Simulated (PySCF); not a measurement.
PySCF input (BP86/def2-TZVPD):

```python
from pyscf import gto, scf, dft

mol = gto.M(
    atom='''
    N    -0.00000000   -0.00000000   -0.75733144
    O     0.00000000    0.00000000    0.66266501
    ''',
    basis='def2-tzvpd',
    charge=0,
    spin=3,
    symmetry='C2v',
    verbose=4,
)

mf = dft.UKS(mol, xc='bp86').density_fit(auxbasis='def2-universal-jkfit')
mf.grids.level = 3
mf.conv_tol = 1e-9
mf.max_cycle = 100
mf.max_memory = 1500
mf.kernel()
if not mf.converged:
    mf = mf.newton()
    mf.kernel(mf.make_rdm1())
mf.analyze()
```

End of the output:

```
Extra cycle  E= -129.777738983834  delta_E= 1.45e-12  |g|= 4.22e-06  |ddm|= 3.73e-06
converged SCF energy = -129.777738983834  <S^2> = 3.757636  2S+1 = 4.0038162
**** SCF Summaries ****
Total Energy =                        -129.777738983833956
Nuclear Repulsion Energy =              20.869012603179396
One-electron Energy =                 -218.423808799083446
Two-electron Energy =                   67.777057212070105
Two-electron Coulomb Energy =           83.067941798981622
DFT Exchange-Correlation Energy =      -15.290884586911522
HOMO-LUMO gap [eV] =                    -2.414724911551752
Wave-function symmetry = B1
alpha occupancy for each irrep:     A1   A2   B1   B2
                                     5    0    2    2
beta  occupancy for each irrep:     A1   A2   B1   B2
                                     5    0    1    0
**** MO energy ****
alpha MO #1 (A1 #1), energy= -18.9308972614529 occ= 1
alpha MO #2 (A1 #2), energy= -14.1279234602984 occ= 1
alpha MO #3 (A1 #3), energy= -1.04114094586151 occ= 1
alpha MO #4 (A1 #4), energy= -0.684647138695368 occ= 1
alpha MO #5 (B2 #1), energy= -0.466024675292348 occ= 1
alpha MO #6 (A1 #5), energy= -0.422259009864263 occ= 1
alpha MO #7 (B1 #1), energy= -0.416512688199543 occ= 1
alpha MO #8 (B2 #2), energy= -0.268404435595075 occ= 1
alpha MO #9 (B1 #2), energy= -0.23925785495835 occ= 1
alpha MO #10 (A1 #6), energy= -0.00609509857454782 occ= 0
alpha MO #11 (A1 #7), energy= 0.0392618959142669 occ= 0
alpha MO #12 (B2 #3), energy= 0.0669259169210024 occ= 0
alpha MO #13 (B1 #3), energy= 0.0708088171735821 occ= 0
alpha MO #14 (A1 #8), energy= 0.0801340091340925 occ= 0
alpha MO #15 (A1 #9), energy= 0.149477660201576 occ= 0
alpha MO #16 (A2 #1), energy= 0.251511035263714 occ= 0
alpha MO #17 (A1 #10), energy= 0.252059694083705 occ= 0
alpha MO #18 (B2 #4), energy= 0.281364498708836 occ= 0
alpha MO #19 (B1 #4), energy= 0.285940737460377 occ= 0
alpha MO #20 (A1 #11), energy= 0.331269218836717 occ= 0
alpha MO #21 (A1 #12), energy= 0.381780953661368 occ= 0
alpha MO #22 (B2 #5), energy= 0.399867625115892 occ= 0
alpha MO #23 (B1 #5), energy= 0.40937716184328 occ= 0
alpha MO #24 (B2 #6), energy= 0.421684446501571 occ= 0
alpha MO #25 (A2 #2), energy= 0.421720225248497 occ= 0
alpha MO #26 (A1 #13), energy= 0.42248181800517 occ= 0
alpha MO #27 (B1 #6), energy= 0.431578803264248 occ= 0
alpha MO #28 (A1 #14), energy= 0.495638379657386 occ= 0
alpha MO #29 (A1 #15), energy= 0.56671560777017 occ= 0
alpha MO #30 (B2 #7), energy= 0.732302066601098 occ= 0
alpha MO #31 (B1 #7), energy= 0.749177097320311 occ= 0
alpha MO #32 (A1 #16), energy= 0.769545117652697 occ= 0
alpha MO #33 (A1 #17), energy= 1.0444615659494 occ= 0
alpha MO #34 (A2 #3), energy= 1.12720738651597 occ= 0
alpha MO #35 (A1 #18), energy= 1.12738738678683 occ= 0
alpha MO #36 (B2 #8), energy= 1.14024604348468 occ= 0
alpha MO #37 (B1 #8), energy= 1.15973353754387 occ= 0
alpha MO #38 (A1 #19), energy= 1.407200573358 occ= 0
alpha MO #39 (A2 #4), energy= 1.56627196460016 occ= 0
alpha MO #40 (A1 #20), energy= 1.56684252587342 occ= 0
alpha MO #41 (B2 #9), energy= 1.67457918251416 occ= 0
alpha MO #42 (B1 #9), energy= 1.69915074593674 occ= 0
alpha MO #43 (A1 #21), energy= 1.97053930823525 occ= 0
alpha MO #44 (B2 #10), energy= 2.0205199614054 occ= 0
alpha MO #45 (B1 #10), energy= 2.04163825525913 occ= 0
alpha MO #46 (A1 #22), energy= 2.08030815623633 occ= 0
alpha MO #47 (A1 #23), energy= 2.50208795109897 occ= 0
alpha MO #48 (B2 #11), energy= 2.59409297030344 occ= 0
alpha MO #49 (B1 #11), energy= 2.63936613415352 occ= 0
alpha MO #50 (A1 #24), energy= 2.94733595310031 occ= 0
alpha MO #51 (A1 #25), energy= 3.33951497890038 occ= 0
alpha MO #52 (A2 #5), energy= 3.6615585361857 occ= 0
alpha MO #53 (A1 #26), energy= 3.66167150870499 occ= 0
alpha MO #54 (B2 #12), energy= 3.68925061905831 occ= 0
alpha MO #55 (B1 #12), energy= 3.68925714387159 occ= 0
alpha MO #56 (B2 #13), energy= 3.81528619391614 occ= 0
alpha MO #57 (B1 #13), energy= 3.84012382379587 occ= 0
alpha MO #58 (A1 #27), energy= 4.30463501377525 occ= 0
alpha MO #59 (A2 #6), energy= 4.3672371165416 occ= 0
alpha MO #60 (A1 #28), energy= 4.36730895560717 occ= 0
alpha MO #61 (B2 #14), energy= 4.50942304826663 occ= 0
alpha MO #62 (B1 #14), energy= 4.52520665413135 occ= 0
alpha MO #63 (B1 #15), energy= 4.87429431408252 occ= 0
alpha MO #64 (B2 #15), energy= 4.87431535842454 occ= 0
alpha MO #65 (A1 #29), energy= 4.93715359643387 occ= 0
alpha MO #66 (A2 #7), energy= 5.03965144372017 occ= 0
alpha MO #67 (A1 #30), energy= 5.04186686798696 occ= 0
alpha MO #68 (B2 #16), energy= 5.59927646885953 occ= 0
alpha MO #69 (B1 #16), energy= 5.64262928621896 occ= 0
alpha MO #70 (A1 #31), energy= 6.07904595874248 occ= 0
alpha MO #71 (A2 #8), energy= 6.0809165476153 occ= 0
alpha MO #72 (A1 #32), energy= 6.34381192314689 occ= 0
alpha MO #73 (B2 #17), energy= 6.40602368260871 occ= 0
alpha MO #74 (B1 #17), energy= 6.45345740377117 occ= 0
alpha MO #75 (A1 #33), energy= 7.30396688516077 occ= 0
alpha MO #76 (A1 #34), energy= 31.1950242116819 occ= 0
alpha MO #77 (A1 #35), energy= 43.2476258634188 occ= 0
beta  MO #1 (A1 #1), energy= -18.9009587018426 occ= 1
beta  MO #2 (A1 #2), energy= -14.0937247605796 occ= 1
beta  MO #3 (A1 #3), energy= -0.967968435620136 occ= 1
beta  MO #4 (A1 #4), energy= -0.597396182682409 occ= 1
beta  MO #5 (A1 #5), energy= -0.380250145036058 occ= 1
beta  MO #6 (B1 #1), energy= -0.356514965187018 occ= 1
beta  MO #7 (B2 #1), energy= -0.327997359435519 occ= 0
beta  MO #8 (B1 #2), energy= -0.139592090741937 occ= 0
beta  MO #9 (B2 #2), energy= -0.123122919996691 occ= 0
beta  MO #10 (A1 #6), energy= 0.0300615283986086 occ= 0
beta  MO #11 (A1 #7), energy= 0.0566527913602821 occ= 0
beta  MO #12 (B1 #3), energy= 0.0759051880075743 occ= 0
beta  MO #13 (B2 #3), energy= 0.0796929693558804 occ= 0
beta  MO #14 (A1 #8), energy= 0.0921046946641597 occ= 0
beta  MO #15 (A1 #9), energy= 0.160353437433486 occ= 0
beta  MO #16 (A2 #1), energy= 0.274768034742597 occ= 0
beta  MO #17 (A1 #10), energy= 0.278102882827909 occ= 0
beta  MO #18 (B1 #4), energy= 0.307779274297829 occ= 0
beta  MO #19 (B2 #4), energy= 0.311204936425591 occ= 0
beta  MO #20 (A1 #11), energy= 0.343447011706239 occ= 0
beta  MO #21 (A1 #12), energy= 0.392176036028644 occ= 0
beta  MO #22 (B1 #5), energy= 0.423907672552071 occ= 0
beta  MO #23 (B2 #5), energy= 0.43032662936657 occ= 0
beta  MO #24 (A2 #2), energy= 0.439904747197012 occ= 0
beta  MO #25 (A1 #13), energy= 0.442777525629914 occ= 0
[...]
```

The spin state was set by rule; other spins were not relaxed.
